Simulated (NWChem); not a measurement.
System: C2H6FNSi, singlet; SMILES CN(C)[Si]F

Here is an NWChem input.

```
start job
memory heap 200 mb stack 900 mb global 1100 mb
geometry units angstroms
  Si    -0.819533     0.904154     0.000000
  F      0.499451     1.927524     0.000000
  N      0.024538    -0.628399     0.000000
  C     -0.751336    -1.856904     0.000000
  C      1.465647    -0.816572     0.000000
  H     -0.534031    -2.478794    -0.898348
  H     -0.534031    -2.478794     0.898348
  H     -1.837267    -1.623092     0.000000
  H      1.796772    -1.387540     0.897375
  H      1.796772    -1.387540    -0.897375
  H      1.968013     0.168572     0.000000
end
basis spherical
  * library 3-21g
end
dft
  xc b3lyp
  iterations 150
end
driver
  maxiter 120
end
task dft optimize
task dft freq
```

Low-valent species are run as closed-shell singlets; no triplet was tried in these runs. B3LYP is NWChem's, with the RPA form of VWN correlation.

The level has its own optimisation; frequencies are unscaled.

Give the results of this calculation. (B3LYP/3-21G.) Quantities: r F–Si (Å); r N–Si (Å); r C–N (Å); highest harmonic frequency (cm⁻¹); lowest (cm⁻¹); zero-point energy (kcal/mol); dipole (D).


```yaml
r F–Si (Å): 1.681
r N–Si (Å): 1.756
r C–N (Å): 1.477
highest harmonic frequency (cm⁻¹): 3163
lowest (cm⁻¹): 151
zero-point energy (kcal/mol): 54.3
dipole (D): 2.68
```
